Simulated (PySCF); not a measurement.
## Magnetisability: `CCCN1CCC=N1`, C6H12N2

Geometry (Å), atoms numbered from 1 in this order:
```xyz
20

C     3.1461    0.0544   -0.4688
C     1.7199   -0.4787   -0.4956
C     0.7039    0.6464   -0.2979
N    -0.6446    0.1666   -0.4296
C    -1.2513   -0.6146    0.6546
C    -2.7551   -0.3737    0.4604
C    -2.7200    0.7267   -0.5743
N    -1.5496    0.9914   -0.9914
H     3.2956    0.7834   -1.2619
H     3.3550    0.5377    0.4831
H     3.8576   -0.7561   -0.6059
H     1.5229   -0.9653   -1.4519
H     1.5944   -1.2234    0.2927
H     0.8627    1.1146    0.6882
H     0.8395    1.4096   -1.0667
H    -0.9717   -1.6651    0.5539
H    -0.8952   -0.2483    1.6276
H    -3.2684   -0.0647    1.3717
H    -3.2627   -1.2562    0.0654
H    -3.5842    1.2259   -0.9663
```

Level of theory: GIAO LC-wPBE/ANO-RCC-VDZP magnetisability, non-relativistic, IEF-PCM water in PySCF 2.14.0. Geometry: GFN2-xTB.

(1) What are the magnetisability and the molar susceptibility?

(2) Split it along the inertial axes a, b, c into diamagnetic and paramagnetic parts about the centre of mass, with the quadrupole moment.

Results:

(1) Isotropic -1282 × 10⁻³⁰ J/T², or -77.2 × 10⁻⁶ cm³/mol; principal values -1345, -1262, -1238 × 10⁻³⁰ J/T², anisotropy 97 × 10⁻³⁰ J/T² (root of half the summed squared differences of the principal values). The susceptibility is in cgs units.

(2) 
```
axis  χ (10⁻⁶ cm³/mol)  diamagnetic (10⁻⁶ cm³/mol)  paramagnetic (10⁻⁶ cm³/mol)  summed x² of all electrons (Å²)  quadrupole Θ (D Å)
   a             -75.9                      -316.0                        240.1                            283.7               +7.55
   b             -75.3                     -1296.3                       1221.1                             52.6               -4.67
   c             -80.4                     -1427.0                       1346.6                             21.8               -2.89
```
Anisotropies 2χaa − χbb − χcc = +3.8 and 2χbb − χaa − χcc = +5.7 × 10⁻⁶ cm³/mol. Θ is traceless in Buckingham's convention.
